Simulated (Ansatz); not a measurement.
`C[O][Au]` + H₂ → `[AuH]` + CH₃OH at 700 K and 1 bar (hydrogenolysis of the Au–O bond).

Computed with Ansatz on PBE0-D4/def2-TZVP structures; ΔE is electronic, products minus reactants. CCSD(T)/CBS is the MP2 limit (def2-TZVPP, def2-QZVPP) plus CCSD(T) − MP2 in def2-TZVPP, frozen cores. This one scheme is used for every species. Elements past krypton have def2 core potentials. For Au outer-core shells are correlated without core-valence functions, which leaves a few kJ/mol of doubt a bond.

```tsv
species	CCSD(T)/CBS energy (Eh)	H − E (kJ/mol)	S (J/(mol·K))
`C[O][Au]`	-250.49639	149.9	358.0
H₂	-1.17544	46.8	155.3
`[AuH]`	-136.10998	34.1	236.5
CH₃OH	-115.61712	170.8	288.5
```

H − E and S are ideal-gas, rigid-rotor, harmonic terms from PBE0-D4/def2-TZVP. The MP2-based limit puts H₂ 0.8 mEh under its directly extrapolated value; such offsets cancel only in part. 1 Eh = 2625.50 kJ/mol, R = 8.31446 J/(mol·K).

By hand: ΔE, ΔH, ΔS and ΔG.

ΔE = (-136.10998) + (-115.61712) − (-250.49639) − (-1.17544) = -0.05527 Eh = -145.1 kJ/mol. Δ(H − E) = 34.1 + 170.8 − 149.9 − 46.8 = 8.2, so ΔH = -136.9 kJ/mol. ΔS = 236.5 + 288.5 − 358.0 − 155.3 = 11.7 J/(mol·K). ΔG = -136.9 − 700 × (11.7)/1000 = -145.1 kJ/mol.

By hand: the equilibrium constant, and the temperature at which ΔG would vanish if ΔH and ΔS stayed fixed.

log₁₀ K = −ΔG/(RT ln 10) = 10.8. ΔH and −TΔS have one sign here, so there is no such temperature.

The number of gas molecules stays the same, so ΔS is small and ΔH decides. A doubt of 5 kJ/mol in ΔE shifts log₁₀ K by 0.4 here. These are equilibria of isolated gas molecules and say nothing of rates. Largest T1 diagnostic: 0.033 (customary marks: 0.02 for closed shells, 0.045 for open ones).
